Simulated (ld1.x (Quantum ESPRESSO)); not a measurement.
# germanium: ultrasoft pseudisation with PW91, scalar-relativistic reference atom.

* Element: Ge
* Generator: ld1.x (Quantum ESPRESSO) 7.5
* Type: ultrasoft
* Functional: PW91
* Relativity: scalar-relativistic
* Frozen core: [Ne] 3s2
* Valence charge: 20
* Reference configuration: 3p6 3d10 4s1.5 4p2.5
* Partial waves: 4s (bound): rcut 1.60, rcutus 1.70 bohr; 4s channel at 0.4 Ry: rcut 1.60, rcutus 1.70 bohr; 3p (bound): rcut 0.30, rcutus 0.35 bohr; 4p (bound): rcut 0.30, rcutus 0.35 bohr; 3d (bound): rcut 0.90, rcutus 1.25 bohr; 3d channel at 0.05 Ry: rcut 0.90, rcutus 1.25 bohr
* Local potential: all-electron potential smoothed inside 0.95 bohr (lloc = -1)
* Core correction: none
* Augmentation charge: PSQ, radius 0.30 bohr

**Question.** Does this generation succeed?

**Answer.** No. ld1.x (Quantum ESPRESSO) 7.5 stopped with "chargeps: negative rho": the pseudo-density turned negative during the self-consistent test, most likely because a state had been found with a wrong node count and its wave set to zero before. Before that it printed "Warning: n=2, l=1 expected 0 nodes, found 1".
